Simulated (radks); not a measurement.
Species: Ge3.5+. Configuration: [Ar] 4s2 3d(up 4.25, down 4.25) (fractional occupations, a model configuration).

All-electron calculation, scalar-relativistic Kohn-Sham, PBE, spin-polarised, spherical densities, finite nucleus; Fermi nuclear charge, rms radius 4.0742 fm. Program: a radial shooting solver on a logarithmic mesh with Libxc functionals.

Energy parts (eV):
| part | energy |
|---|---|
| total | -56988.655 |
| kinetic | 58026.662 |
| electron-nucleus | -135737.867 |
| Hartree | 22834.262 |
| exchange-correlation | -2111.713 |

Orbitals (lengths in bohr, moments of r in powers of bohr; r(max) is where P^2 peaks; r(90%) holds 90 % of the orbital's charge):
orbital  occ.  eigenvalue (eV)      <r>   r(max)       <r^4>  r(90%)
1s          2        -11021.41  0.04700  0.03073  0.00002276  0.0840
2s          2        -1433.320   0.2100   0.1760    0.004688   0.325
2p          6        -1260.182   0.1837   0.1412    0.003439   0.300
3s          2        -226.0706   0.6167   0.5397      0.3053   0.919
3p          6        -172.8219   0.6348   0.5392      0.3796   0.971
3d        8.5         -85.4871   0.6804   0.4927      0.7224    1.13
4s          2         -50.9509    1.721    1.534       16.73    2.50

The highest occupied level is 4s at -50.951 eV. The density falls to 0.001 e/bohr^3 at r = 3.10 bohr.
